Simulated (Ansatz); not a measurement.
Computed with Ansatz (a quantum-chemistry and plane-wave program) with B3LYP-D3(BJ)/def2-TZVP. No frequencies were computed at this level.

Ansatz 0.2 input:
```yaml
crystal:
  periodic: [false, false, false]
  atoms:
    - { symbol: F, position_ang: [-0.826763, -1.522027, -0.012311] }
    - { symbol: Ga, position_ang: [0.000146, 0.000223, 0.000112] }
    - { symbol: F, position_ang: [1.731801, 0.044535, 0.00953] }
    - { symbol: F, position_ang: [-0.905184, 1.477269, 0.00267] }
basis:
  gaussian: { orbitals: def2-tzvp }
hamiltonian:
  xc: b3lyp
  dispersion: d3bj
relax:
  max_steps: 150
```

Output:

```
Functional definition: B3LYP
871 factors; their error is unknown
mean field evaluation 1: about -60529.8579 eV, gradient 7.1e1 eV
mean field evaluation 2: about -60508.4087 eV, gradient 1.4e2 eV
mean field evaluation 4: about -60536.6952 eV, gradient 8.3e-1 eV
mean field evaluation 8: about -60536.8697 eV, gradient 3.9e-2 eV
mean field -60536.86966647 eV, -2224.6889268789 hartree, gradient 3.5e-6 eV, S^2 0.000000; 0 other end points of the search recorded, 0 dependent functions left out
reference -60536.86985457 eV, -2224.6889337912 hartree; 29, 29 occupied and 112, 112 virtual orbitals, 871 factors
relax step   1: F+E_penalty+E_count = -60536.93843302 eV  Δ(F+E_penalty+E_count) = +0.000e0 eV  max|allowed force component| = 4.413e-2 eV/Å  Δτ_max = 0.0000 Å  (26 SCF iters, accepted)
these checks for a lower state are left out or cut short: starts, cluster_reference, orbital_swaps, neighbouring_geometries, increment
871 factors; their error is unknown
mean field evaluation 16: about -60536.6949 eV, gradient 5.9e-1 eV
mean field -60536.86957750 eV, -2224.6889236091 hartree, gradient 9.6e-6 eV, S^2 0.000000; 0 other end points of the search recorded, 0 dependent functions left out
reference -60536.86976559 eV, -2224.6889305214 hartree; 29, 29 occupied and 112, 112 virtual orbitals, 871 factors
relax step   2: F+E_penalty+E_count = -60536.93832748 eV  Δ(F+E_penalty+E_count) = +1.055e-4 eV  max|allowed force component| = 3.956e-2 eV/Å  Δτ_max = 0.0067 Å  (30 SCF iters, rejected (line search))
these checks for a lower state are left out or cut short: starts, cluster_reference, orbital_swaps, neighbouring_geometries, increment
871 factors; their error is unknown
mean field -60536.86973781 eV, -2224.6889295003 hartree, gradient 9.6e-6 eV, S^2 0.000000; 0 other end points of the search recorded, 0 dependent functions left out
reference -60536.86992587 eV, -2224.6889364114 hartree; 29, 29 occupied and 112, 112 virtual orbitals, 871 factors
relax step   3: F+E_penalty+E_count = -60536.93848841 eV  Δ(F+E_penalty+E_count) = -5.539e-5 eV  max|allowed force component| = 2.334e-2 eV/Å  Δτ_max = 0.0020 Å  (31 SCF iters, accepted)
these checks for a lower state are left out or cut short: starts, cluster_reference, orbital_swaps, neighbouring_geometries, increment
871 factors; their error is unknown
mean field evaluation 32: about -60536.8698 eV, gradient 1.4e-1 eV
mean field -60536.86978226 eV, -2224.6889311340 hartree, gradient 9.6e-6 eV, S^2 0.000000; 0 other end points of the search recorded, 0 dependent functions left out
reference -60536.86997034 eV, -2224.6889380457 hartree; 29, 29 occupied and 112, 112 virtual orbitals, 871 factors
relax step   4: F+E_penalty+E_count = -60536.93851855 eV  Δ(F+E_penalty+E_count) = -3.014e-5 eV  max|allowed force component| = 4.001e-4 eV/Å  Δτ_max = 0.0018 Å  (31 SCF iters, accepted)
871 factors; their error is unknown
mean field -60536.86978226 eV, -2224.6889311340 hartree, gradient 1.7e-5 eV, S^2 0.000000; 1 other end points of the search recorded, 0 dependent functions left out
reference -60536.86997034 eV, -2224.6889380457 hartree; 29, 29 occupied and 112, 112 virtual orbitals, 871 factors
Total energy: -60536.93870663 eV, -2224.6914640578 hartree
Atom 0 at    -0.827610    -1.523413    -0.012294 Å, force     0.000136     0.000143     0.000038 eV/Å
Atom 1 at     0.000000    -0.000030     0.000018 Å, force    -0.000357     0.000003    -0.000112 eV/Å
Atom 2 at     1.733098     0.045003     0.009571 Å, force     0.000400    -0.000177     0.000038 eV/Å
Atom 3 at    -0.905488     1.478439     0.002706 Å, force    -0.000179     0.000030     0.000036 eV/Å
Dipole moment:     0.000005    -0.000062     0.000033 e Å
```

Cost: about 19 core-seconds (a rough figure).
